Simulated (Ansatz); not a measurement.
Input file for FGe2H5O (`[OH][GeH2][GeH2][F]`):

```yaml
crystal:
  periodic: [false, false, false]
  atoms:
    - {symbol: O, position_ang: [-0.288793, 2.037757, -0.660800]}
    - {symbol: Ge, position_ang: [0.629146, 0.816817, 0.270349]}
    - {symbol: Ge, position_ang: [-0.318582, -1.375197, -0.227324]}
    - {symbol: F, position_ang: [0.398356, -2.499833, 0.908096]}
    - {symbol: H, position_ang: [-1.125142, 2.264919, -0.248697]}
    - {symbol: H, position_ang: [0.532557, 1.125040, 1.778064]}
    - {symbol: H, position_ang: [2.071705, 0.952277, -0.231835]}
    - {symbol: H, position_ang: [-1.837358, -1.448674, 0.019000]}
    - {symbol: H, position_ang: [0.026612, -1.919406, -1.623956]}
basis:
  gaussian: {orbitals: def2-TZVPP}
correlation: {method: ccsd_t}
```

```sh
$ ansatz run in.yaml --threads 4 --pin off --events-out ev --progress --plain --max-ram 10444MiB
```

Log, shortened:

```
Functional definition: HF
1431 factors; integrals over basis functions are off by at most 9.7e-4 eV
mean field evaluation 1: about -117768.9774 eV, gradient 4.7e1 eV
mean field evaluation 2: about -117769.1264 eV, gradient 4.7e1 eV
mean field evaluation 4: about -117773.2279 eV, gradient 3.0e0 eV
mean field evaluation 8: about -117773.2772 eV, gradient 3.0e-1 eV
mean field -117773.27739316 eV, -4328.0881146041 hartree, gradient 2.3e-6 eV, S^2 0.000000; 0 other end points of the search recorded, 0 dependent functions left out
20 core orbitals not correlated: weight in the atoms' cores, before any rotation towards them, 1.000 or more for the frozen orbitals, at most 0.000 for the correlated occupied ones
reference -117773.27739316 eV, -4328.0881146041 hartree; 23, 23 occupied and 185, 185 virtual orbitals, 1431 factors
second order -27.44628273 eV of doubles, -0.00000000 eV of singles
cycle   1  -26.98527775 eV  change    4.6e-1 eV  update   1.3e-1
cycle   2  -27.77707995 eV  change   -7.9e-1 eV  update   3.7e-2
cycle   3  -27.92581370 eV  change   -1.5e-1 eV  update   1.9e-2
cycle   4  -27.90496554 eV  change    2.1e-2 eV  update   4.3e-3
cycle   5  -27.90223318 eV  change    2.7e-3 eV  update   1.9e-3
cycle   6  -27.90350501 eV  change   -1.3e-3 eV  update   5.6e-4
cycle   7  -27.90330732 eV  change    2.0e-4 eV  update   2.1e-4
cycle   8  -27.90318361 eV  change    1.2e-4 eV  update   7.8e-5
cycle   9  -27.90321540 eV  change   -3.2e-5 eV  update   3.0e-5
perturbative correction -0.93242003 eV, -0.0342658040 hartree
Total energy: -117802.11302859 eV, -4329.1478046604 hartree
```

Run time 3.4 min (4 threads of an Arm Neoverse V1 on a shared host); peak host memory 4.1 GiB.

Correlation energy per correlated electron: -0.627 eV. T1 diagnostic: 0.0121.
